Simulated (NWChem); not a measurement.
System: C$_{3}$H$_{3}$BFN; SMILES FB1C=CN=C1

```xyz
9

F      0.0616     2.1092     0.0000
B     -0.0106     0.7897     0.0000
C     -1.2526    -0.1445     0.0000
C     -0.7102    -1.3742     0.0000
N      0.7639    -1.4555     0.0000
C      1.2227    -0.2544     0.0000
H     -2.3176     0.0520     0.0000
H     -1.2243    -2.3315     0.0000
H      2.3025    -0.1016     0.0000
```
Atoms are numbered in this order, from 1.

The geometry was optimised at B3LYP/6-31G* (spherical d). B3LYP is NWChem's, with the RPA form of VWN correlation.

Give the principal values of the shielding tensors (ppm) of F1, B2, C3, C4, N5 from B3LYP/6-311G** (spherical d), GIAO (NWChem), with their diamagnetic and paramagnetic parts as GIAO splits them.


```tsv
atom	σ11	σ22	σ33	isotropic	diamagnetic	paramagnetic
F1	54.6	142.5	464.7	220.6	467.1	-246.5
B2	19.7	63.0	84.8	55.8	191.1	-135.2
C3	-33.6	83.9	174.4	74.9	255.9	-181.0
C4	-124.9	23.9	94.8	-2.1	254.5	-256.6
N5	-660.8	-170.5	220.1	-203.7	323.2	-526.9
```
